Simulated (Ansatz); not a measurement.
Born–Oppenheimer molecular dynamics of a periodic cell of 36 atoms, H$_{4}$CO (contents 6 CH3OH, density as packed 0.79 g/cm³ with natural masses). It starts from a partly relaxed structure (largest force component 0.22 eV/Å).

The calculation used DFT PBE-D3(BJ), scalar-relativistic, plane waves, PAW (Ansatz 0.2.0). Settings: accuracy low, cutoff 420 eV, k mesh 1x1x1, fermi-dirac smearing 0.05 eV, no spin polarisation.

| Property | Result |
| --- | --- |
| ensemble | NVT, Langevin thermostat |
| time step | 0.5 fs |
| steps asked | 300 |
| set temperature | 500 K |
| friction | 0.02 /fs |
| seed | 322020 |

Frames 1 fs apart, positions in Å, forces in eV/Å.

Velocities at 60.0 fs (Å/ps):

```
C 0.34 -2.48 3.22
O -4.13 5.48 -5.02
H 15.06 -9.06 21.84
H -1.01 -8.88 -35.79
H -8.27 -3.67 6.03
H 17.57 17.45 -10.67
C -6.86 -7.27 -7.02
O 5.15 7.91 0.19
H 7.05 -1.09 -12.47
H 5.99 39.56 19.16
H 4.91 19.61 -19.63
H 26.97 29.34 -0.81
C 0.09 12.17 6.95
O 3.72 1.41 -5.57
H 8.34 -0.11 15.83
H 5.39 2.44 -18.32
H -24.39 30.89 21.75
H 14.46 15.31 12.16
C 4.38 4.62 -4.81
O -0.54 -5.04 0.76
H 3.15 4.83 18.41
H -2.96 -23.74 3.60
H -41.23 -15.67 12.98
H -18.48 28.48 14.56
C -0.55 0.56 1.18
O -0.24 -0.89 1.73
H -11.65 -18.83 -48.43
H 36.72 26.44 28.41
H -5.42 -35.48 -8.94
H -15.53 10.39 1.28
C -7.42 -1.07 -2.98
O -2.90 -1.57 -6.66
H -0.29 -8.14 4.41
H -23.93 -11.77 1.66
H 4.64 27.71 23.73
H -4.03 -33.07 -18.64
```

```xyz
36
Lattice="7.3803 0.0000 0.0000 0.0000 7.3803 0.0000 0.0000 0.0000 7.3803" Properties=species:S:1:pos:R:3:forces:R:3 time_fs=60.0 energy_less_start_eV=1.700 T=414
C 4.927 3.584 1.634 1.64 1.08 -0.45
O 4.086 4.275 0.724 -0.40 0.34 0.55
H 4.683 3.961 2.608 -0.31 -0.09 0.87
H 4.387 4.021 -0.146 0.04 -0.15 -0.96
H 4.813 2.523 1.539 -0.20 -0.83 0.23
H 6.018 3.842 1.484 -0.73 -0.22 -0.07
C 0.160 6.335 6.571 -0.31 -0.70 -0.95
O 0.757 5.004 6.495 0.41 2.16 1.96
H 0.817 7.089 5.985 -0.72 -0.68 1.20
H 0.520 4.487 5.748 -0.94 -0.72 -1.80
H -0.865 6.379 6.044 1.11 -0.15 0.74
H 0.015 6.535 7.688 0.31 0.16 -1.58
C 3.048 3.057 5.129 -2.22 -0.56 -0.71
O 4.295 2.520 5.288 2.39 -1.53 1.06
H 3.200 3.844 4.447 -0.24 1.15 -1.27
H 4.248 1.712 5.843 0.12 0.41 -0.30
H 2.312 2.323 4.706 0.38 0.51 0.16
H 2.626 3.510 6.003 -0.37 0.20 1.04
C 1.052 5.493 2.425 0.31 -0.86 -0.35
O 1.329 4.167 1.815 -0.59 1.27 1.47
H -0.044 5.664 2.591 0.79 -0.52 -0.08
H 2.240 4.206 1.463 -0.02 0.09 -0.27
H 1.620 5.743 3.350 -0.31 -0.75 0.12
H 1.407 6.237 1.732 0.01 0.67 -0.66
C 7.180 2.022 3.783 -1.44 -0.35 0.15
O 7.066 3.178 4.653 -1.71 -0.22 0.11
H 7.737 2.348 2.894 0.58 -0.46 0.29
H 6.069 3.210 4.847 1.50 -0.02 0.08
H 7.564 1.118 4.394 -0.28 1.08 -1.16
H 6.128 1.803 3.376 1.25 -0.22 0.65
C 4.484 0.156 0.796 -0.84 1.04 0.44
O 4.547 -0.263 2.129 -1.13 -2.55 1.41
H 3.800 0.992 0.831 -0.82 0.64 -0.71
H 3.787 -0.943 2.317 1.89 1.71 -0.72
H 5.411 0.592 0.480 1.09 -0.04 -0.04
H 4.154 -0.566 0.076 -0.22 -0.89 -0.45
36
Lattice="7.3803 0.0000 0.0000 0.0000 7.3803 0.0000 0.0000 0.0000 7.3803" Properties=species:S:1:pos:R:3:forces:R:3 time_fs=61.0 energy_less_start_eV=1.731 T=438
C 4.928 3.581 1.638 1.80 1.38 -0.54
O 4.082 4.280 0.718 0.16 -0.21 -0.53
H 4.697 3.952 2.629 -0.28 -0.10 0.42
H 4.385 4.015 -0.185 -0.37 0.20 0.59
H 4.801 2.517 1.550 -0.11 -0.67 0.17
H 6.032 3.859 1.470 -1.16 -0.48 0.06
C 0.154 6.327 6.564 0.33 0.03 -0.83
O 0.762 5.013 6.494 0.56 2.53 2.75
H 0.822 7.085 5.976 -0.84 -0.77 1.22
H 0.520 4.522 5.754 -1.15 -1.42 -2.66
H -0.853 6.392 6.027 0.84 -0.27 0.74
H 0.041 6.568 7.679 0.12 -0.03 -1.64
C 3.047 3.068 5.137 -2.06 -0.69 -0.22
O 4.298 2.521 5.282 2.13 -1.13 0.75
H 3.209 3.845 4.459 -0.22 1.48 -1.52
H 4.258 1.717 5.825 0.06 0.03 -0.04
H 2.288 2.358 4.725 0.42 0.35 0.11
H 2.641 3.529 6.019 -0.29 0.15 0.91
C 1.055 5.497 2.420 -0.17 -1.05 -0.26
O 1.329 4.163 1.817 -1.01 1.46 1.55
H -0.040 5.663 2.609 0.79 -0.57 -0.28
H 2.232 4.183 1.468 0.39 0.18 -0.40
H 1.578 5.723 3.364 0.08 -0.62 0.25
H 1.389 6.269 1.745 0.13 0.51 -0.65
C 7.178 2.022 3.783 -1.43 -0.45 -0.41
O 7.065 3.178 4.656 -0.03 -0.30 -0.23
H 7.726 2.326 2.847 0.25 -0.48 1.08
H 6.112 3.236 4.878 0.15 -0.18 0.14
H 7.557 1.089 4.381 -0.34 1.43 -1.20
H 6.119 1.810 3.378 1.31 -0.22 0.73
C 4.476 0.154 0.792 -0.40 0.50 -0.17
O 4.543 -0.266 2.123 -1.42 -2.82 1.61
H 3.796 0.985 0.834 -1.04 0.75 -0.79
H 3.770 -0.949 2.317 2.15 1.94 -0.80
H 5.420 0.620 0.504 0.52 -0.37 -0.03
H 4.151 -0.603 0.061 0.14 -0.08 0.13
36
Lattice="7.3803 0.0000 0.0000 0.0000 7.3803 0.0000 0.0000 0.0000 7.3803" Properties=species:S:1:pos:R:3:forces:R:3 time_fs=62.0 energy_less_start_eV=1.646 T=452
C 4.932 3.579 1.640 1.58 1.50 -0.33
O 4.079 4.283 0.713 0.52 -0.58 -1.11
H 4.710 3.947 2.655 -0.21 -0.16 -0.19
H 4.380 4.013 -0.219 -0.58 0.38 1.58
H 4.783 2.508 1.572 0.01 -0.41 0.09
H 6.034 3.871 1.456 -1.27 -0.64 0.14
C 0.147 6.316 6.555 1.09 0.70 -0.62
O 0.767 5.024 6.494 0.19 1.57 1.75
H 0.825 7.077 5.974 -0.87 -0.75 1.12
H 0.511 4.539 5.732 -0.75 -0.96 -1.74
H -0.832 6.397 6.014 0.31 -0.33 0.59
H 0.068 6.598 7.660 -0.09 -0.18 -1.52
C 3.044 3.079 5.143 -1.71 -0.17 0.27
O 4.303 2.522 5.277 1.80 -0.64 0.38
H 3.216 3.858 4.460 -0.29 1.29 -1.31
H 4.275 1.720 5.806 -0.04 -0.36 0.23
H 2.266 2.393 4.747 0.35 0.12 0.03
H 2.657 3.551 6.047 -0.11 -0.06 0.42
C 1.058 5.497 2.413 -0.30 -0.93 -0.33
O 1.328 4.161 1.820 -1.24 1.54 1.48
H -0.029 5.654 2.628 0.54 -0.58 -0.45
H 2.229 4.161 1.477 0.62 0.25 -0.46
H 1.537 5.694 3.375 0.44 -0.46 0.36
H 1.368 6.305 1.752 0.16 0.12 -0.40
C 7.176 2.020 3.783 -1.30 -0.39 -0.85
O 7.064 3.176 4.658 1.88 -0.44 -0.72
H 7.713 2.301 2.808 0.07 -0.39 1.63
H 6.155 3.259 4.908 -1.49 -0.22 0.39
H 7.549 1.072 4.357 -0.31 1.53 -1.05
H 6.123 1.815 3.384 1.07 -0.25 0.69
C 4.468 0.153 0.785 0.09 0.32 -0.42
O 4.537 -0.269 2.119 -1.10 -2.41 1.40
H 3.788 0.985 0.830 -1.08 0.63 -0.83
H 3.774 -0.935 2.311 1.76 1.58 -0.69
H 5.429 0.651 0.522 -0.08 -0.74 -0.02
H 4.153 -0.640 0.051 0.36 0.54 0.49
36
Lattice="7.3803 0.0000 0.0000 0.0000 7.3803 0.0000 0.0000 0.0000 7.3803" Properties=species:S:1:pos:R:3:forces:R:3 time_fs=63.0 energy_less_start_eV=1.523 T=461
C 4.937 3.576 1.642 1.00 1.42 -0.06
O 4.075 4.285 0.706 0.67 -0.76 -0.99
H 4.723 3.943 2.678 -0.16 -0.19 -0.71
H 4.372 4.020 -0.236 -0.58 0.37 1.84
H 4.765 2.498 1.601 0.12 -0.08 -0.02
H 6.021 3.874 1.445 -0.99 -0.69 0.13
C 0.142 6.308 6.548 1.82 1.08 -0.67
O 0.772 5.035 6.494 -0.43 0.02 -0.12
H 0.826 7.061 5.978 -0.81 -0.58 0.93
H 0.497 4.544 5.691 -0.05 0.00 0.05
H -0.808 6.397 6.005 -0.34 -0.33 0.34
H 0.092 6.618 7.626 -0.30 -0.17 -0.96
C 3.039 3.087 5.149 -1.11 0.80 0.62
O 4.309 2.524 5.272 1.36 -0.31 0.10
H 3.218 3.876 4.451 -0.40 0.77 -0.79
H 4.290 1.718 5.788 -0.10 -0.55 0.35
H 2.246 2.430 4.770 0.18 -0.21 -0.08
H 2.676 3.574 6.082 0.05 -0.32 -0.21
C 1.059 5.495 2.407 -0.17 -0.65 -0.45
O 1.326 4.161 1.824 -0.95 1.54 1.18
H -0.013 5.645 2.642 0.12 -0.58 -0.54
H 2.234 4.144 1.483 0.34 0.30 -0.34
H 1.503 5.657 3.388 0.70 -0.27 0.36
H 1.343 6.342 1.752 0.17 -0.38 -0.03
C 7.173 2.017 3.781 -1.19 -0.17 -1.08
O 7.065 3.174 4.660 2.95 -0.54 -1.06
H 7.695 2.271 2.783 0.06 -0.18 1.83
H 6.181 3.279 4.933 -2.35 -0.25 0.55
H 7.547 1.072 4.325 -0.21 1.31 -0.72
H 6.133 1.819 3.392 0.65 -0.32 0.60
C 4.459 0.152 0.776 0.40 0.46 -0.38
O 4.530 -0.273 2.117 0.14 -1.08 0.76
H 3.776 0.996 0.816 -0.91 0.25 -0.83
H 3.796 -0.899 2.292 0.38 0.34 -0.26
H 5.434 0.677 0.538 -0.52 -1.04 -0.05
H 4.158 -0.675 0.047 0.47 0.99 0.70
36
Lattice="7.3803 0.0000 0.0000 0.0000 7.3803 0.0000 0.0000 0.0000 7.3803" Properties=species:S:1:pos:R:3:forces:R:3 time_fs=64.0 energy_less_start_eV=1.585 T=434
C 4.941 3.577 1.643 0.20 1.08 0.22
O 4.072 4.287 0.698 0.65 -0.75 -0.48
H 4.737 3.941 2.696 -0.15 -0.15 -1.07
H 4.362 4.029 -0.238 -0.44 0.25 1.63
H 4.743 2.490 1.632 0.24 0.27 -0.13
H 5.999 3.870 1.434 -0.43 -0.62 0.05
C 0.137 6.301 6.541 2.26 1.08 -1.00
O 0.777 5.046 6.495 -0.85 -1.18 -1.48
H 0.822 7.040 5.991 -0.63 -0.24 0.57
H 0.483 4.547 5.653 0.48 0.61 1.33
H -0.793 6.391 5.998 -0.84 -0.29 0.13
H 0.116 6.629 7.582 -0.53 0.02 0.02
C 3.033 3.094 5.155 -0.38 1.85 0.67
O 4.315 2.524 5.266 0.93 0.11 -0.23
H 3.218 3.901 4.432 -0.54 0.05 -0.04
H 4.304 1.720 5.775 -0.14 -0.82 0.52
H 2.228 2.465 4.790 -0.02 -0.52 -0.18
H 2.698 3.588 6.118 0.12 -0.49 -0.75
C 1.060 5.493 2.401 0.18 -0.42 -0.32
O 1.324 4.161 1.828 -0.72 1.48 0.88
H 0.003 5.634 2.651 -0.37 -0.56 -0.56
H 2.238 4.126 1.490 0.10 0.37 -0.24
H 1.480 5.619 3.404 0.79 -0.08 0.10
H 1.317 6.375 1.751 0.23 -0.82 0.29
C 7.168 2.015 3.779 -1.12 0.25 -1.10
O 7.068 3.172 4.661 2.39 -0.40 -0.88
H 7.672 2.235 2.775 0.22 0.11 1.65
H 6.180 3.297 4.956 -1.66 -0.43 0.26
H 7.542 1.090 4.290 0.01 0.74 -0.24
H 6.145 1.821 3.405 0.05 -0.41 0.43
C 4.453 0.151 0.766 0.41 0.82 -0.15
O 4.522 -0.275 2.115 2.11 0.85 -0.07
H 3.758 1.010 0.790 -0.57 -0.26 -0.76
H 3.818 -0.859 2.273 -1.77 -1.48 0.32
H 5.435 0.695 0.553 -0.73 -1.19 -0.13
H 4.166 -0.696 0.045 0.51 1.18 0.74
36
Lattice="7.3803 0.0000 0.0000 0.0000 7.3803 0.0000 0.0000 0.0000 7.3803" Properties=species:S:1:pos:R:3:forces:R:3 time_fs=65.0 energy_less_start_eV=1.823 T=371
C 4.945 3.578 1.643 -0.88 0.62 0.38
O 4.070 4.288 0.691 0.42 -0.57 0.56
H 4.748 3.941 2.700 -0.15 -0.05 -1.13
H 4.348 4.042 -0.226 -0.12 -0.01 0.79
H 4.723 2.486 1.661 0.35 0.52 -0.25
H 5.972 3.858 1.426 0.48 -0.42 -0.12
C 0.133 6.297 6.533 2.33 0.80 -1.23
O 0.782 5.056 6.495 -1.00 -1.96 -2.15
H 0.811 7.015 6.013 -0.20 0.32 -0.01
H 0.478 4.555 5.631 0.77 0.83 1.92
H -0.783 6.386 5.993 -1.28 -0.26 -0.08
H 0.138 6.642 7.537 -0.71 0.25 1.11
C 3.028 3.104 5.162 0.29 2.58 0.57
O 4.320 2.523 5.259 0.56 -0.06 -0.17
H 3.219 3.929 4.413 -0.66 -0.58 0.60
H 4.314 1.717 5.777 -0.17 -0.49 0.32
H 2.214 2.493 4.811 -0.20 -0.73 -0.28
H 2.718 3.595 6.146 0.13 -0.54 -1.07
C 1.060 5.491 2.397 0.66 -0.30 0.04
O 1.322 4.163 1.833 -0.23 1.32 0.49
H 0.019 5.617 2.657 -0.90 -0.51 -0.51
H 2.246 4.108 1.490 -0.40 0.48 -0.03
H 1.465 5.582 3.426 0.75 0.11 -0.35
H 1.287 6.400 1.749 0.33 -1.12 0.51
C 7.163 2.013 3.775 -0.98 1.01 -0.98
O 7.073 3.170 4.662 1.10 -0.12 -0.42
H 7.652 2.197 2.779 0.44 0.45 1.21
H 6.161 3.309 4.976 -0.26 -0.69 -0.27
H 7.537 1.118 4.255 0.38 -0.22 0.43
H 6.161 1.824 3.424 -0.78 -0.56 0.16
C 4.448 0.151 0.757 0.16 1.20 0.15
O 4.514 -0.276 2.113 3.46 2.17 -0.63
H 3.737 1.027 0.762 -0.17 -0.80 -0.67
H 3.825 -0.836 2.259 -3.27 -2.67 0.67
H 5.428 0.701 0.565 -0.69 -1.17 -0.23
H 4.178 -0.708 0.047 0.46 1.19 0.66
```

Of the whole run (150 fs, mean temperature of the second half 531 K): A run of 0.15 ps of so small a system gives no equilibrium averages. Limits of this set-up: coarse k mesh, low accuracy level.

Time of the run: 12 min on 1 thread of Arm Neoverse V1, with other jobs on the host, peak memory 0.4 GiB.
